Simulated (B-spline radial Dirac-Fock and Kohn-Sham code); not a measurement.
**Compton profile of Yb¹⁰⁺**

System: Yb¹⁰⁺, configuration [Kr] 4d10 4f12 5s2.

The computed values come from an atomic code on a B-spline grid: the impulse approximation on relativistic Hartree-Fock (Dirac-Fock) wave functions, averaged over the configuration. pz is in atomic units of momentum; subshell profiles are per electron, for a selection of subshells; open shells are spread over both j values by their weights.

```
 pz   J total   J 1s1/2   J 3p3/2   J 4f7/2   J 5s1/2
  0     4.937    0.0109    0.0535    0.0874     0.403
0.2     4.908    0.0109    0.0535    0.0874     0.390
0.3     4.874    0.0109    0.0535    0.0874     0.374
0.4     4.828    0.0109    0.0535    0.0874     0.354
0.5     4.771    0.0109    0.0535    0.0874     0.329
0.6     4.708    0.0109    0.0535    0.0874     0.301
0.8     4.567    0.0109    0.0535    0.0874     0.240
  1     4.422    0.0109    0.0535    0.0873     0.181
1.2     4.287    0.0109    0.0535    0.0873     0.130
1.4     4.168    0.0109    0.0535    0.0872    0.0909
1.6     4.066    0.0109    0.0534    0.0870    0.0640
1.8     3.975    0.0109    0.0533    0.0866    0.0480
  2     3.891    0.0109    0.0532    0.0860    0.0400
2.5     3.665    0.0109    0.0528    0.0830    0.0364
  3     3.379    0.0109    0.0521    0.0777    0.0342
  4     2.684    0.0108    0.0496    0.0622    0.0174
  5     2.043    0.0108    0.0456    0.0456   0.00611
  7     1.236    0.0106    0.0339    0.0217   0.00352
 10    0.7134    0.0103    0.0161   0.00646   0.00152
 15    0.3494   0.00968   0.00333  0.000879  0.000309
 20    0.1903   0.00886   0.00211  0.000140  0.000244
 30   0.07042   0.00699   0.00150  6.08e-06  3.30e-05
 40   0.03209   0.00519  0.000620    < 1e-6  9.58e-06
 60  0.009877   0.00262  9.01e-05    < 1e-6  7.28e-06
100  0.001842  0.000652  4.10e-06    < 1e-6  1.59e-06
```

J(0) = 4.937. The 5s1/2 subshell gives the largest part, 16 %.

Mean momentum ⟨p⟩ by subshell (a.u.): 1s1/2 71.0, 2s1/2 25.4, 2p1/2 33.5, 2p3/2 30.1, 3s1/2 12.8, 3p1/2 15.3, 3p3/2 14.2, 3d3/2 17.1, 3d5/2 16.8, 4s1/2 6.46, 4p1/2 7.22, 4p3/2 6.79, 4d3/2 7.43, 4d5/2 7.28, 4f5/2 7.13, 4f7/2 7.05, 5s1/2 2.89.
